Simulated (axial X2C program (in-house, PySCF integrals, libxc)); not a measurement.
## Potential curves of CsCa, with spin–orbit coupling

All values were computed with an in-house all-electron X2C program for linear molecules (integrals from PySCF). Two-component (2c) means X2C with spin–orbit coupling and atomic mean-field two-electron Coulomb and Gaunt terms. Basis: Cs dyall-cv3z [15s15p9d4f1g], Ca dyall-cv3z [11s12p6d4f] (cores contracted in-house); Gaussian nuclei, density fitting, unrestricted open shells. Masses: Cs 132.905 u, Ca 39.963 u.

State: Ω = 1/2 (⟨Sz⟩ = 0.50, ⟨Lz⟩ = 0.00 at PW91). Energies in eV from the fragments at the same level (Cs + Ca). Fits are polynomials in 1 − R0/R over 0.85 to 1.23 times the lowest point R0.

```
 R (Å)     PW91     CCSD  CCSD(T)     PBE0
4.0751  -0.1807                    -0.1185
4.2624  -0.2269  -0.0462  -0.0775  -0.1724
4.4030  -0.2445  -0.0740  -0.1014  -0.1946
4.5435  -0.2512  -0.0907  -0.1143  -0.2052
4.6840  -0.2500  -0.0993  -0.1193  -0.2072
4.8479  -0.2413  -0.1021  -0.1182  -0.2019
5.0119  -0.2276  -0.0999  -0.1123  -0.1910
5.2227  -0.2056  -0.0929  -0.1011  -0.1723
5.4803  -0.1762                    -0.1466
5.8550  -0.1342                    -0.1095
```

Correlated methods: 11 electrons correlated (number of frozen shells: Cs 4 s, 3 p, 2 d; Ca 3 s, 2 p), 349 virtual spin orbitals or spinors in MP2, 90 natural virtuals in coupled cluster.

The state is a single determinant with fixed occupations, the lowest that a limited PBE0 search found. Dissociation energies refer to the lowest single-determinant-based atoms at the same level and basis. Density functionals use the spin component along the axis (collinear). CCSD and (T) use frozen natural virtuals with an MP2 correction for the truncation; (T) itself is uncorrected, so its De runs slightly low. The outer-core s and p shells of the metal are frozen in the correlated rows, which leaves out core–valence correlation; for alkali and alkaline-earth bonds that tends to lengthen them. The determinant is spin-polarised beyond a pure state at some levels (its spin-free form has ⟨S²⟩ too high), which makes Re and μ there less reliable. The T1 diagnostic is large, a sign of multireference character. With the outer-core shells frozen, correlated bond lengths of heavy atoms tend to come out a few hundredths of an ångström too long. Coupled cluster ran on the points near the minimum only. MP2 and coupled cluster on one determinant become unreliable at the stretched end.

**Question.** What are Re, ωe and De at the PW91 level?

**Answer.** At PW91, 2c: Re = 4.586 Å, ωe ≈ 56.8 cm⁻¹, De = 0.25 eV to Cs + Ca; Be follows as 0.0261 cm⁻¹.

**Question.** What are Re, ωe and De at the CCSD level?

**Answer.** At CCSD, 2c: Re = 4.845 Å, ωe ≈ 41 cm⁻¹, De = 0.10 eV to Cs + Ca; Be follows as 0.0234 cm⁻¹.

**Question.** Fit the CCSD(T) curve near its minimum: give the equilibrium distance, the harmonic wavenumber and the well depth.

**Answer.** At CCSD(T), 2c: Re = 4.735 Å, ωe ≈ 46.6 cm⁻¹, De = 0.12 eV to Cs + Ca; Be follows as 0.0245 cm⁻¹.

**Question.** Fit the PBE0 curve near its minimum: give the equilibrium distance, the harmonic wavenumber and the well depth.

**Answer.** At PBE0, 2c: Re = 4.653 Å, ωe ≈ 54.5 cm⁻¹, De = 0.21 eV to Cs + Ca; Be follows as 0.0253 cm⁻¹.
